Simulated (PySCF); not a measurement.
Choosing a molecule for a target property.

Species are written as SMILES; each is one conformer at its optimised geometry, gas phase, non-relativistic unless stated; the electronic structure was computed with PySCF and density fitting.

Dipoles, sizes and rotational constants follow the conformer. The torsions of the flexible species, by atom-mapped SMILES:
- `[CH2:1]=[CH:2][P:3]([CH2:4][CH3:5])[P:6]([CH3:7])[CH3:8]`: C1–C2–P3–C4 -152°, C2–P3–C4–C5 73°, C2–P3–P6–C7 -174°
- `[CH3:1][P:2]([CH2:3][CH2:4][PH2:5])[CH:6]1[CH2:7][CH2:8]1`: C1–P2–C3–C4 78°, P2–C3–C4–P5 178°, C1–P2–C6–C7 -164°, H–P5–C4–C3 -46°, H–P5–C4–C3 46°
- `[CH3:1][C:2](=[C:3]=[O:4])[O:5][C@H:6]([CH3:7])[F:8]`: C1–C2–O5–C6 166°, C2–O5–C6–C7 -175°
- `[CH2:1]=[CH:2]/[CH:3]=[CH:4]\[S:5](=[O:6])(=[O:7])[C:8]([F:9])([F:10])[F:11]`: C1–C2–C3–C4 177°, C3–C4–S5–O6 165°, C4–S5–C8–F9 -177°

The conformers of `C=C(C[SiH2][SiH2]P)C(C)=O` and `C[P+]1(C)CCC(=O)CC1` aren't listed.

Question: Wanted: HOMO–LUMO gap above 10 eV (PBE0/pcSseg-1) and HOMO energy below -6.7 eV (PBE0/pcSseg-1), at GFN2-xTB geometries. Which candidate meets both?
A. `CC(=C=O)O[C@H](C)F`
B. `CP(CCP)C1CC1`
C. `C=C(C[SiH2][SiH2]P)C(C)=O`
D. `N#[O+]`
E. `C[P+]1(C)CCC(=O)CC1`
F. `C=CP(CC)P(C)C`

Answer: D. Computed values:
```csv
species,HOMO–LUMO gap,HOMO energy
CC(=C=O)O[C@H](C)F,4.79 eV,-6.22 eV
C=C(C[SiH2][SiH2]P)C(C)=O,4.90 eV,-6.84 eV
C=CP(CC)P(C)C,5.64 eV,-6.07 eV
C[P+]1(C)CCC(=O)CC1,6.49 eV,-11.08 eV
CP(CCP)C1CC1,7.24 eV,-6.65 eV
N#[O+],12.43 eV,-25.42 eV
```

Question: Wanted: smallest rotational constant above 0.6 GHz (GFN2-xTB) and dipole moment below 1 D (PBE0/pcSseg-1), at GFN2-xTB geometries. Which candidate meets both?
A. `CP(CCP)C1CC1`
B. `C=CP(CC)P(C)C`
C. `CC(=C=O)O[C@H](C)F`
D. `C=C/C=C\S(=O)(=O)C(F)(F)F`

Answer: B. Computed values:
```
                  species  smallest rotational constant  dipole moment
             CP(CCP)C1CC1                     0.519 GHz         1.88 D
C=C/C=C\S(=O)(=O)C(F)(F)F                     0.652 GHz         4.94 D
            C=CP(CC)P(C)C                     0.755 GHz         0.09 D
       CC(=C=O)O[C@H](C)F                     1.088 GHz         2.63 D
```
